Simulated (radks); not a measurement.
The nuclear charge of neutral krypton is varied continuously with 36 electrons held in [Kr]. Calculated with a radial shooting solver on a logarithmic mesh with Libxc functionals: scalar-relativistic Kohn-Sham, LDA (Slater exchange, Perdew-Wang correlation), spin-unpolarised, spherical densities, point nucleus. By the Hellmann-Feynman theorem dE/dZ = E(electron-nucleus)/Z, the electronic potential at the nucleus. The scalar-relativistic energy here is not variational (the density holds large components alone), so the two differ by a part that grows with Z.

Z = 35.8: E (hartree) -2749.56007; E(electron-nucleus)/Z (hartree) -185.409; HOMO 4p; e(HOMO) (eV) -7.242; <r> HOMO (bohr) 2.004
Z = 36: E (hartree) -2786.84298; E(electron-nucleus)/Z (hartree) -186.814; HOMO 4p; e(HOMO) (eV) -9.390; <r> HOMO (bohr) 1.944
Z = 36.2: E (hartree) -2824.40816; E(electron-nucleus)/Z (hartree) -188.219; HOMO 4p; e(HOMO) (eV) -11.655; <r> HOMO (bohr) 1.890
Z = 36.4: E (hartree) -2862.25545; E(electron-nucleus)/Z (hartree) -189.623; HOMO 4p; e(HOMO) (eV) -14.032; <r> HOMO (bohr) 1.841
Z = 36.6: E (hartree) -2900.38472; E(electron-nucleus)/Z (hartree) -191.026; HOMO 4p; e(HOMO) (eV) -16.517; <r> HOMO (bohr) 1.795
Z = 36.8: E (hartree) -2938.79592; E(electron-nucleus)/Z (hartree) -192.429; HOMO 4p; e(HOMO) (eV) -19.104; <r> HOMO (bohr) 1.753
Z = 37: E (hartree) -2977.48900; E(electron-nucleus)/Z (hartree) -193.832; HOMO 4p; e(HOMO) (eV) -21.792; <r> HOMO (bohr) 1.713

The central difference of E at Z = 36 is -187.120 hartree, to compare with the third column; the second derivative is -7.06 hartree.
